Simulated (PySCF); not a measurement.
C2H9NSi. Atoms are numbered in the order given.

```xyz
13

Si     1.3545     0.0110     0.0000
N     -0.3776    -0.1475     0.0000
C     -1.1472     0.0289    -1.2148
H     -0.5311    -0.1885    -2.1012
H     -2.0118    -0.6616    -1.2337
H     -1.5493     1.0579    -1.3289
C     -1.1472     0.0289     1.2148
H     -2.0118    -0.6616     1.2337
H     -0.5311    -0.1885     2.1012
H     -1.5493     1.0579     1.3289
H      1.8751     1.4208     0.0000
H      1.8781    -0.6521    -1.2292
H      1.8781    -0.6521     1.2292
```
Charge 0, spin multiplicity 1.

The structure is a stationary point at B3LYP-D3(BJ)/def2-SVP.

All values below come from KT2/pcSseg-1 in PySCF.

GIAO shieldings, no solvent; atoms alike by connectivity are averaged. δ = σ(ref) − σ: ²⁹Si against TMS (σ = 361.9 ppm); ¹⁵N against NH3 (σ = 266.2 ppm); ¹³C against TMS (σ = 185.1 ppm); ¹H against TMS (σ = 31.47 ppm), references at their B3LYP-D3(BJ)/def2-TZVP geometries, non-relativistic.

| atoms | nucleus | count | δ (ppm) |
|---|---|---|---|
| Si1 | ²⁹Si | 1 | -42.8 |
| N2 | ¹⁵N | 1 | [?] |
| C3, C7 | ¹³C | 2 | 44.9 |
| H11, H12, H13 | ¹H | 3 | 5.01 |
| H4, H5, H6, H8, H9, H10 | ¹H | 6 | [?] |

Task: What belongs in the gaps? (The exact figures need the calculation; the answer reports its results.)

Result: 
- N2, δ (ppm): 17.9
- H4, H5, H6, H8, H9, H10, δ (ppm): 2.88
